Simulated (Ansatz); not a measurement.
System: sum formula H4SiNO3 (charge 0, doublet). It need not be the lowest isomer of its formula. 
Geometry from a B3LYP-D3(BJ)/def2-TZVP (Ansatz, a program for electronic structure) optimisation:
SMILES: N[Si]([O])(O)O
```xyz
9

N     -1.4829    -0.7132    -0.0706
Si     0.0829     0.0195     0.0199
O      0.4089    -0.3829     1.5495
O      0.0192     1.6290    -0.2789
O      1.0351    -0.6624    -1.1131
H     -1.5530    -1.7141    -0.1912
H     -2.2487    -0.3542     0.4810
H     -0.0499     2.2129     0.4805
H      1.3654    -0.0955    -1.8141
```
Charge 0, spin multiplicity 2.

Property: atomisation energy (electronic, to ground-state atoms), in eV. Valence correlation only, unless marked. UHF or UKS for open shells. Spin-orbit coupling is left out. No relativistic terms. The coupled-cluster limit lacks core correlation, which all-electron functionals hold. CBS(X,Y): correlation extrapolated as X^-3; Hartree-Fock from the larger set.

```tsv
level	program	atomisation energy (eV)
SVWN5/def2-TZVPD	Ansatz	42.03
PBE/def2-TZVPD	Ansatz	36.62
PBE-D3(BJ)/def2-TZVPD	Ansatz + dftd3	36.79
B3LYP-D3(BJ)/def2-TZVPD	Ansatz + dftd3	?
PBE0/def2-SVP	Ansatz	34.61
PBE0-D3(BJ)/def2-TZVPD	Ansatz + dftd3	35.47
PBE0/def2-TZVP	Ansatz	35.28
BHLYP/def2-TZVPD	Ansatz	?
HSE06-D4/def2-TZVPD	Ansatz + dftd4	35.52
CAM-B3LYP/def2-TZVPD	Ansatz	?
LC-wPBE-D4/def2-TZVPD	Ansatz + dftd4	35.75
PBE-QIDH/def2-TZVPD	Ansatz	?
RPA@PBE/cc-pV(T+d)Z	Ansatz	33.25
SCS-MP2/STO-3G	Ansatz	24.94
CCSD/6-31G*	Ansatz	30.73
CCSD(T)/CBS(cc-pV(T+d)Z,cc-pV(Q+d)Z)	Ansatz	36.01
```

Task: Some entries are withheld; supply them.

Result: 
- B3LYP-D3(BJ)/def2-TZVPD, atomisation energy (eV): 35.87
- BHLYP/def2-TZVPD, atomisation energy (eV): 33.95
- CAM-B3LYP/def2-TZVPD, atomisation energy (eV): 35.93
- PBE-QIDH/def2-TZVPD, atomisation energy (eV): 34.96
